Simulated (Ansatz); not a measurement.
Reaction (homolysis of the N–Si bond): `O[SiH](O)N[SiH](F)F` → `[NH][SiH](F)F`• + `O[SiH]O`•

Computed with Ansatz on PBE0-D4/def2-TZVP structures; ΔE is electronic, products minus reactants. CCSD(T)/CBS is the MP2 limit (def2-TZVPP, def2-QZVPP) plus CCSD(T) − MP2 in def2-TZVPP, frozen cores. DFT in def2-TZVPP. Open shells (•) are unrestricted, without spin–orbit coupling. Each species was taken in one conformer, which may not be the lowest.

`O[SiH](O)N[SiH](F)F`:

```xyz
12

O     1.234    2.067   -0.243
Si    1.112    0.445   -0.123
O     1.065    0.026    1.459
N    -0.383   -0.030   -0.818
Si   -1.673   -0.771   -0.004
F    -2.690   -1.297   -1.103
F    -1.139   -2.032    0.808
H     2.067    2.475   -0.004
H     2.257   -0.199   -0.811
H     1.099   -0.906    1.684
H    -0.533    0.164   -1.799
H    -2.416    0.058    0.953
```

`[NH][SiH](F)F`•:

Cartesian coordinates in Å:
```
N 0.861 -0.759 0.716
Si -0.339 0.061 -0.219
F -0.695 -0.852 -1.459
F 0.142 1.453 -0.810
H 1.568 -0.174 1.163
H -1.538 0.271 0.610
```

`O[SiH]O`•:

```xyz
6

O    -0.581   -0.962    0.618
Si    0.354   -0.120   -0.453
O     0.374    1.447    0.033
H    -0.450   -1.910    0.661
H    -0.260   -0.072   -1.817
H     0.563    1.617    0.958
```

Problem. What is ΔE at CCSD(T)/CBS? (Best estimate.)

Solution. Computed: +541.2 kJ/mol.

Problem. What do these levels give: PBE0-D4, ωB97X-V, B2PLYP, PBE, HF/def2-TZVPP, MP2/def2-TZVPP, SCS-MP2/def2-TZVPP, CCSD/def2-TZVPP, SCS-MP2/def2-QZVPP, HF/CBS(def2), MP2/CBS(def2), CCSD/CBS(def2)? (Best estimate.)

Solution. Ansatz gave: PBE0-D4 515.0, ωB97X-V 531.2, B2PLYP 514.6, PBE 493.3, HF/def2-TZVPP 414.4, MP2/def2-TZVPP 554.0, SCS-MP2/def2-TZVPP 542.4, CCSD/def2-TZVPP 521.0, SCS-MP2/def2-QZVPP 550.1, HF/CBS(def2) 413.8, MP2/CBS(def2) 566.0, CCSD/CBS(def2) 533.1 kJ/mol.

Largest T1 diagnostic among the species: 0.015.

In def2-TZVPP, CCSD(T) changes the Hartree–Fock value by +114.8 kJ/mol (the triples alone add +8.1 kJ/mol) and MP2 by +139.6 kJ/mol; breaking electron pairs costs correlation energy, which Hartree–Fock lacks. The D4 term adds +19.5 kJ/mol with B3LYP and +10.8 kJ/mol with PBE0; it sums over pairs of atoms, weighted by their polarisabilities, and B3LYP, whose exchange is more repulsive, gets the larger term. From PBE to PBE0 (25 % exact exchange), in def2-TZVPP and without D4, ΔE moves by +10.9 kJ/mol.

B3LYP here is the variant with VWN-RPA as its local correlation; programs differ in this.
